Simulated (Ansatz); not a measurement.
Isolated molecules relaxed with PBE0-D4/def2-TZVP in Ansatz; ΔE leaves out vibrations. CCSD(T)/CBS is the MP2 limit (def2-TZVPP, def2-QZVPP) plus CCSD(T) − MP2 in def2-TZVPP, frozen cores. This one scheme is used for every species. One conformer a species, not always the lowest.

`O[SiH2][SiH]([SiH3])S` + `F[SiH2]Cl` → `O[SiH2][SiH2]Cl` + `F[SiH]([SiH3])S`  (redistribution)

```json
{"level": "MP2/def2-TZVPP", "ΔE (kJ/mol)": "20.1"}
{"level": "HF/def2-QZVPP", "ΔE (kJ/mol)": "10.7"}
{"level": "SCS-MP2/def2-QZVPP", "ΔE (kJ/mol)": "16.4"}
{"level": "CCSD/CBS(def2)", "ΔE (kJ/mol)": "14.3"}
```

(1) What does CCSD(T)/CBS give? (Estimate.)

Largest T1 diagnostic among the species: 0.013.

## Answers

(1) Ansatz gave: +15.3 kJ/mol. The listed levels differ from it by 4.8, -4.6, 1.1, -1.0 kJ/mol.

The D4 term adds +4.0 kJ/mol with B3LYP and +2.4 kJ/mol with PBE0; it sums over pairs of atoms, weighted by their polarisabilities, and B3LYP, whose exchange is more repulsive, gets the larger term. In def2-TZVPP, CCSD(T) changes the Hartree–Fock value by +5.8 kJ/mol (the triples alone add +1.0 kJ/mol) and MP2 by +9.0 kJ/mol.

B3LYP here is the variant with VWN-RPA as its local correlation; programs differ in this.
